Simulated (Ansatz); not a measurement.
Start from `BS[CH](F)[GeH3]` and change one atom or group to get `N[CH](F)[GeH3]`.

Ansatz, PBE0-D4/def2-TZVP geometries, multiplicity 1. Each molecule was computed in one conformer, which needn't be the lowest.

Scalar relativity is left out up to krypton.

```csv
property,`BS[CH](F)[GeH3]`
size of the dipole moment (B3LYP/def2-TZVPP) / D,1.54
size of the dipole moment (ωB97M-V/def2-TZVPP) / D,1.56
LUMO energy (PBE/def2-TZVPP) / eV,-2.43
LUMO energy (ωB97M-V/def2-TZVPP) / eV,0.45
HOMO–LUMO gap (PBE/def2-TZVPP) / eV,4.64
HOMO energy (PBE0/def2-TZVPP) / eV,-8.24
```

Give the same properties after the change, and the shifts. (Estimate.)

Ansatz gave: 
| property | `N[CH](F)[GeH3]` | shift |
| --- | --- | --- |
| size of the dipole moment (B3LYP/def2-TZVPP) / D | 1.21 | -0.33 |
| size of the dipole moment (ωB97M-V/def2-TZVPP) / D | 1.18 | -0.38 |
| LUMO energy (PBE/def2-TZVPP) / eV | -0.10 | 2.33 |
| LUMO energy (ωB97M-V/def2-TZVPP) / eV | 2.27 | 1.82 |
| HOMO–LUMO gap (PBE/def2-TZVPP) / eV | 6.37 | 1.73 |
| HOMO energy (PBE0/def2-TZVPP) / eV | -7.94 | 0.30 |

With PBE0 the HOMO rises by 0.30 eV and the LUMO rises by 2.21 eV, so the gap widens by about 1.91 eV. PBE moves the HOMO by 0.61 eV and ωB97M-V by 0.10 eV. Dipoles are sizes alone; their direction can turn.

B3LYP here is the variant with VWN-RPA as its local correlation; programs differ in this.
